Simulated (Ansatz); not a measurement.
Input (CCSDT(Q)/cc-pVTZ; Ansatz, a first-principles code):

Ansatz 0.2 input:
```yaml
crystal:
  periodic: [false, false, false]
  atoms:
    - {symbol: Ga, position_ang: [-0.17883218, -0.27239870, 0.09620967]}
    - {symbol: H, position_ang: [-0.93572023, -1.52359334, 0.57234815]}
    - {symbol: F, position_ang: [1.44192929, 0.10162771, 0.69342496]}
    - {symbol: O, position_ang: [-0.79090136, 0.92629147, -1.06910749]}
    - {symbol: H, position_ang: [-0.17063494, 1.64297192, -1.24281261]}
basis:
  gaussian:
    orbitals: cc-pVTZ
magnetization: {spin_polarized: false}
correlation: {method: ccsdt_q, electrons: outside_noble_gas}
```

Output:

```
Functional definition: HF
integrals: 0.38 GiB planned
1671 factors; integrals over basis functions are off by at most 2.0e-7 eV
mean field: 0.73 GiB planned
mean field evaluation 1: about -57109.6072 eV, gradient 4.8e1 eV
mean field evaluation 2: about -57109.6751 eV, gradient 4.8e1 eV
mean field evaluation 4: about -57113.7879 eV, gradient 2.2e0 eV
mean field evaluation 8: about -57113.8196 eV, gradient 2.7e-1 eV
mean field evaluation 16: about -57109.6074 eV, gradient 4.8e1 eV
mean field -57113.81981902 eV, -2098.8941652114 hartree, gradient 2.6e-6 eV, S^2 0.000000; 0 other end points of the search recorded, 0 dependent functions left out
16 core orbitals not correlated, not the lowest: weight in the atoms' cores, before any rotation towards them, 0.801 or more for the frozen orbitals, at most 0.198 for the correlated occupied ones
reference -57113.81981902 eV, -2098.8941652114 hartree; 9, 9 occupied and 106, 106 virtual orbitals, 1671 factors
second order -15.87286947 eV of doubles, -0.00000000 eV of singles
coupled cluster: 6.10 GiB planned
cycle   1  -15.57386187 eV  change    3.0e-1 eV  update   1.1e-1
cycle   2  -16.20050173 eV  change   -6.3e-1 eV  update   6.0e-2
cycle   3  -16.59040785 eV  change   -3.9e-1 eV  update   2.2e-2
cycle   4  -16.55814016 eV  change    3.2e-2 eV  update   9.1e-3
cycle   5  -16.52183987 eV  change    3.6e-2 eV  update   4.7e-3
cycle   6  -16.52295707 eV  change   -1.1e-3 eV  update   2.3e-3
cycle   7  -16.52794771 eV  change   -5.0e-3 eV  update   6.4e-4
cycle   8  -16.52883233 eV  change   -8.8e-4 eV  update   3.7e-4
cycle   9  -16.52821423 eV  change    6.2e-4 eV  update   1.1e-4
cycle  10  -16.52810922 eV  change    1.1e-4 eV  update   5.1e-5
cycle  11  -16.52798252 eV  change    1.3e-4 eV  update   2.6e-5
cycle  12  -16.52794750 eV  change    3.5e-5 eV  update   1.1e-5
cycle  13  -16.52794303 eV  change    4.5e-6 eV  update   4.6e-6
cycle  14  -16.52794158 eV  change    1.5e-6 eV  update   2.2e-6
perturbative correction -0.02661474 eV, -0.0009780737 hartree
Total energy: -57130.37437534 eV, -2099.5025339351 hartree
```
